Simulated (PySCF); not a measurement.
A structure optimised at PBE-D3(BJ)/def2-SVP, used in a PySCF frequency run:

```xyz
8

F     -0.2063     2.3046     0.0000
C     -0.0431     0.9836     0.0000
C     -1.0881     0.0783     0.0000
S     -0.4279    -1.5205     0.0000
C      1.1765    -0.8274     0.0000
N      1.2189     0.4830     0.0000
H     -2.1649     0.2763     0.0000
H      2.0641    -1.4767     0.0000
```
Charge 0, spin multiplicity 1.

Task: Write its SMILES, formula and point group.

Result: Fc1cscn1, C3H2FNS, Cs

Task: What are its rotational constants (standard atomic weights)?

Result: 7.5098, 2.5212, 1.8875 GHz
